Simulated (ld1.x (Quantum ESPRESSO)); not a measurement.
# nickel (Ni): one change to a TM potential, before and after

| Item | Value |
| --- | --- |
| Element | nickel (Ni) |
| Generator | ld1.x (Quantum ESPRESSO) 7.5 |
| Type | norm-conserving Troullier–Martins (Kleinman–Bylander form) |
| Functional | PBEsol |
| Relativity | scalar-relativistic |
| Frozen core | [Ne] 3s2 |
| Valence charge | 16 |
| Reference configuration | 3p6 3d8 4s2 4p0 |
| Partial waves | 4s (bound): rc 2.25 bohr; 3p (bound): rc 1.25 bohr; 3d (bound): rc 1.25 bohr |
| Local potential | the d channel |
| Core correction | Bessel-smoothed model core inside 0.95 bohr |

Change: wave 4s (bound): rc 2.25 bohr becomes 4s (bound): rc 1.36 bohr.

Cutoffs: the cutoffs (Ry, on a coarse ladder) from which the occupation-weighted sum of valence levels, in a spherical-Bessel basis at the reference potential, stays within 10 and 1 mRy of its value at 400 Ry; they do not see the model core or the augmentation charge, which bear on the density cutoff. Errors are all-electron minus pseudo energies relative to the spin-unpolarised reference configuration.

Question: How do hardness, ghosts and transferability respond?

Answer: The potential gets neither clearly harder nor softer (160 Ry and 260 Ry → 160 Ry and 300 Ry); both files keep a bound ghost (s); of the 7 tests that both files solve, the error grows in 1 and shrinks in 5 by more than 15 % and 0.3 meV (median size 52.5 → 45.9 meV).

| quantity | base | changed |
| --- | --- | --- |
| cutoff, loose | 160 Ry | 160 Ry |
| cutoff, tight | 260 Ry | 300 Ry |
| loose cutoff by channel (10 mRy a level) | s 6 Ry, p 70 Ry, d 140 Ry | s 40 Ry, p 70 Ry, d 140 Ry |
| bound ghosts | s | s |
| error for 3p6 3d8 4s1 4p0, meV [ΔE 9.34 eV] | -5.1 | -0.5 |
| error for 3p6 3d8 4s0 4p0, meV [ΔE 26.60 eV] | -42 | -7.4 |
| error for 3p6 3d7 4s0 4p0, meV [ΔE 64.03 eV] | -5.3 | -53 |
| error for 3p5 3d8 4s2 4p0, meV [ΔE 79.40 eV] | -118 | -76 |
| error for 3p6 3d9 4s1 4p0, meV [ΔE -1.61 eV] | -53 | -25 |
| error for 3p6 3d9 4s0 4p0, meV [ΔE 6.26 eV] | -117 | -46 |
| error for 3p6 3d8 4s0 4p2, meV [ΔE 9.54 eV] | -214 | -191 |

 A true bound ghost makes a file unfit for plane-wave use even where its test errors are small: the radial tests pick states by their node count and pass the ghost by.
